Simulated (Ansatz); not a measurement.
PBE exchange is replaced step by step with exact exchange (0 % is PBE, 25 % PBE0; no dispersion term), basis def2-TZVPD, Ansatz. System: the cluster Sr2O2⁻. Charge -1, multiplicity 2. Geometry: r2SCAN-D4/def2-TZVPD, each spin state at its own.

Geometry of the doublet:

```xyz
4

Sr    0.3816    0.5542   -1.4875
Sr   -0.3813   -0.5541    1.4877
O    -0.7206    1.2438    0.2785
O     0.7203   -1.2439   -0.2787
```

In the def2 sets Sr takes a core potential; there is no spin–orbit coupling. At PBE-D4/def2-TZVPD, PBE with 5 % exact exchange/def2-TZVPD, PBE with 10 % exact exchange/def2-TZVPD, PBE with 15 % exact exchange/def2-TZVPD and others the highest occupied level of the charge -1 doublet lies above zero (up to 0.90 eV). By energy differences its removal costs 0.38 eV (vertical, to the charge 0 singlet, at PBE-D4/def2-TZVPD); a positive level beside a positive removal energy at the same level points to self-interaction error. At PBE-D4/def2-TZVPD, PBE with 5 % exact exchange/def2-TZVPD, PBE with 10 % exact exchange/def2-TZVPD, PBE with 15 % exact exchange/def2-TZVPD and others the highest occupied level of the charge -1 quartet lies above zero (up to 0.64 eV). It is a level of α spin, whose loss leaves a triplet; that state wasn't run at this geometry and level. The electron is either unbound and held by the finite basis, or the level is raised by self-interaction error. The structure comes from a short search, and lower isomers may exist.

HOMO and LUMO are taken over both spins.

| exact exchange (%) | HOMO (eV) | LUMO (eV) | gap (eV) | ⟨S²⟩ | quartet − doublet (kJ/mol) |
| --- | --- | --- | --- | --- | --- |
| 0 | 0.90 | 1.10 | 0.21 | 0.753 | 130.3 |
| 5 | 0.84 | 1.14 | 0.30 | 0.753 | 126.4 |
| 10 | 0.79 | 1.18 | 0.39 | 0.753 | 122.5 |
| 15 | 0.74 | 1.22 | 0.48 | 0.753 | 118.5 |
| 25 | 0.64 | 1.30 | 0.66 | 0.753 | 110.7 |
| 50 | 0.42 | 1.50 | 1.09 | 0.753 | 91.1 |

**Question.** Fit a straight line to the column «quartet − doublet (kJ/mol)» against the share of exact exchange and predict its value at 35 %.

**Answer.** With x = exact exchange (%) and y = quartet − doublet (kJ/mol): mean x = 17.5, mean y = 116.6; Σ(x − x̄)(y − ȳ) = -1284, Σ(x − x̄)² = 1638; slope b = -0.7839, intercept a = ȳ − b·x̄ = 130.3. The residuals of the fitted rows reach 0.0. At x = 35 the line gives 130.3 + (-0.7839 × 35) = 102.9; the run gave 102.8, 0.1 less than the line.
